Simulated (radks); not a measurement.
The numbers below are computed, except where a source is named.
Radial electron density D(r) = 4 pi r^2 rho(r) of an atom or ion with 24 electrons. Level of theory: Dirac Kohn-Sham, LDA (Slater exchange, Perdew-Wang correlation), spin-unpolarised, spherical densities, point nucleus (a radial shooting solver on a logarithmic mesh with Libxc functionals).

| r (bohr) | D(r) (e/bohr) |
|---|---|
| 0.005138 | 3.275 |
| 0.005793 | 4.006 |
| 0.006531 | 4.880 |
| 0.007364 | 5.915 |
| 0.008303 | 7.131 |
| 0.009437 | 8.646 |
| 0.01064 | 10.28 |
| 0.012 | 12.13 |
| 0.01353 | 14.19 |
| 0.01537 | 16.58 |
| 0.01733 | 18.98 |
| 0.01954 | 21.44 |
| 0.02204 | 23.89 |
| 0.02484 | 26.20 |
| 0.02824 | 28.37 |
| 0.03184 | 29.96 |
| 0.0359 | 31.01 |
| 0.04047 | 31.39 |
| 0.04563 | 31.08 |
| 0.05186 | 30.05 |
| 0.05848 | 28.59 |
| 0.06593 | 26.95 |
| 0.07434 | 25.48 |
| 0.08382 | 24.57 |
| 0.09526 | 24.58 |
| 0.1074 | 25.68 |
| 0.1211 | 27.72 |
| 0.1365 | 30.32 |
| 0.154 | 32.84 |
| 0.175 | 34.57 |
| 0.1973 | 34.62 |
| 0.2224 | 32.78 |
| 0.2508 | 29.20 |
| 0.2828 | 24.51 |
| 0.3214 | 19.39 |
| 0.3624 | 15.59 |
| 0.4086 | 13.46 |
| 0.4606 | 13.14 |
| 0.5194 | 14.14 |
| 0.5903 | 15.67 |
| 0.6656 | 16.58 |
| 0.7504 | 16.38 |
| 0.8461 | 14.97 |
| 0.9616 | 12.46 |
| 1.084 | 9.717 |
| 1.222 | 7.076 |
| 1.378 | 4.849 |
| 1.554 | 3.155 |
| 1.766 | 1.900 |
| 1.991 | 1.134 |
| 2.245 | 0.6485 |
| 2.532 | 0.3518 |
| 2.854 | 0.1778 |
| 3.244 | 0.07762 |
| 3.658 | 0.03171 |
| 4.124 | 0.01130 |

What is the nuclear charge?

Answer. Z = 26. The innermost maximum, from 1s, lies near gamma/Z bohr with gamma = sqrt(1 - (Z/c)^2) = 0.982, here 0.0378 bohr (found: 0.0408), and its height grows with Z. The density is that of the iron ion Fe2+ in [Ar] 3d6; the configuration itself is not fixed sharply by these data, and Z only to about a unit. D(r) has 3 maxima, at r = 0.0408, 0.187, 0.693 bohr, and minima at 0.0894, 0.443 bohr, inside which lie 2.12, 10.68 electrons.
